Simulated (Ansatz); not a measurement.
## Reading a saddle point

A first-order saddle point of BSiH$_{5}$Cl$_{2}$O, closed shell, PBE0-D4/def2-TZVP, with one imaginary mode of 1365i cm⁻¹:

```xyz
10
angstrom
B -0.3461 -0.8543 0.1413
Si 1.0246 0.8765 -0.1162
Cl -0.4241 -1.6378 -1.4825
Cl 0.3841 -1.7840 1.4810
H -0.7963 0.4999 0.2505
O -1.7186 -0.2631 0.5347
H 0.6771 1.8512 -1.1879
H 1.3360 1.6044 1.1410
H 2.1838 0.0627 -0.5452
H -2.3207 -0.3557 -0.2167
```

Program: Ansatz 0.2.0. Basis: def2-TZVPP and def2-QZVPP. Cores are frozen in the correlated methods. Extrapolation: Hartree–Fock as exp(−7.88 √X), correlation as X^−2.97.

(1) Which contacts change along the imaginary mode, and what lies on either side? (Judge from chemistry; the calculation decides.)

(2) Which side is lower, and how far does the saddle lie above each? (Judge from chemistry; the value comes from the calculation.)

No T1 diagnostic of these runs exceeds 0.012.

Answers

(1) By the calculation: The step is BSiH₃Cl₂ ([SiH3][B]([Cl])[Cl]) + H₂O → BHCl₂O ([OH][B]([Cl])[Cl]) + SiH₄, with the molecules in contact on both sides. Shortening one way: B1–O6, Si2–H5; lengthening the same way: B1–Si2, H5–O6.
```json
{"pair": "B1–O6", "one side (Å)": "1.67", "saddle (Å)": "1.55", "other side (Å)": "1.34"}
{"pair": "Si2–H5", "one side (Å)": "3.62", "saddle (Å)": "1.90", "other side (Å)": "1.49"}
{"pair": "B1–Si2", "one side (Å)": "2.02", "saddle (Å)": "2.22", "other side (Å)": "3.88"}
{"pair": "H5–O6", "one side (Å)": "0.97", "saddle (Å)": "1.23", "other side (Å)": "3.23"}
```

(2) The calculation gives: The side with B1–O6, Si2–H5 short is lower by 1.145 eV; the saddle lies 2.478 eV above it and 1.333 eV above the other (CCSD(T) at an estimated basis limit (MP2 extrapolated from triple and quadruple zeta, plus CCSD(T) − MP2 in triple zeta); electronic energies).

Labels in which every atom is bracketed show which atoms are joined, not bond orders.

For scale, one of the runs: CCSD(T)/def2-TZVPP, 258 basis functions, launched by `ansatz run in.yaml --threads 8 --pin off --events-out ev --progress --plain --max-ram 19148MiB`. Time: 75 s of wall clock on 8 CPU threads of an Intel Xeon Platinum 8175M; the host was shared. Peak host memory: 5.6 GiB.
